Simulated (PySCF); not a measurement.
## Cost of excited-state runs on Cr2(Cl)6, septet

Geometry:
| atom | x (Å) | y (Å) | z (Å) |
| --- | --- | --- | --- |
| Cr1 | 0.437 | 1.768 | 0.116 |
| Cl2 | 0.914 | 3.107 | -1.428 |
| Cl3 | 0.580 | 2.990 | 1.815 |
| Cl4 | -0.727 | 0.098 | 1.249 |
| Cr5 | -0.434 | -1.768 | -0.112 |
| Cl6 | -2.097 | -2.766 | 0.689 |
| Cl7 | 0.571 | -3.324 | -1.097 |
| Cl8 | 0.755 | -0.106 | -1.231 |

PySCF with density fitting, on 1 thread of an Arm Neoverse V1, shared host. Command: `OMP_NUM_THREADS=1 python excited_run.py task.json out`

**Question.** How long does this run take, and how much memory?
- open-shell absorption, BP86/def2-SVP (def2-TZVP on Cr); 15 states; Tamm-Dancoff; writes grids

**Answer.** 
| run | level | basis functions | wall time | peak memory (GiB) |
| --- | --- | --- | --- | --- |
| open-shell absorption | BP86/def2-SVP (def2-TZVP on Cr) | 198 | 6.3 min | 0.71 |

Times from a shared host are rough.
